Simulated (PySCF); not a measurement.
CH₇FN₂Si, SMILES CN[Si@H](N)F. Atoms are numbered in the order given.

```xyz
12

C      2.1848     0.0281     0.9581
N      1.0553    -0.5180     0.2329
Si    -0.4970     0.1775     0.0829
N     -1.5918    -1.0845    -0.2979
F     -0.7024     1.2273    -1.1532
H      1.8342     0.8028     1.6580
H      2.6984    -0.7424     1.5603
H      2.9399     0.5004     0.3015
H      1.2926    -1.2700    -0.4091
H     -0.6986     1.0067     1.3033
H     -2.4586    -0.8781    -0.7835
H     -1.6816    -1.9019     0.2953
```
Charge 0, spin multiplicity 1.

Geometry: r2SCAN-D4/def2-SVP. The structure was generated by enumeration; whether it is a known compound was not checked. Other conformers were not sampled.

Computed with CAM-B3LYP/def2-TZVP (PySCF).

The molecule is in vacuum.

```json
{
 "total_energy": "-541.32246 hartree",
 "highest_occupied_level": "-8.55 eV",
 "lowest_empty_level": "1.79 eV",
 "orbital_gap": "10.34 eV",
 "dipole_moment": "2.27 D",
 "quadrupole, principal values (traceless, Buckingham form, about the centre of nuclear charge)": "-6.39, -1.62, 8.01 D·Å",
 "mean_static_polarisability": "51.0 bohr³ (7.55 Å³)",
 "polarisability_principal_values": "44.4, 48.6, 59.9 bohr³"
}
```
